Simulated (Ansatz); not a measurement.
Harmonic frequencies (cm⁻¹) at PBE0-D4/def2-TZVP from Ansatz: 97, 161, 208, 427, 528, 548, 703, 759, 770, 822, 990, 1005, 1063, 1302, 1385, 2602, 3097, 3153.

Task: Which molecule is it?
A. `FBC(F)Cl`
B. `N=C1CS1`
C. `[F][Ga]1[CH2]B[O]1`
D. `[AlH2][SiH2]Cl`

Result: C.
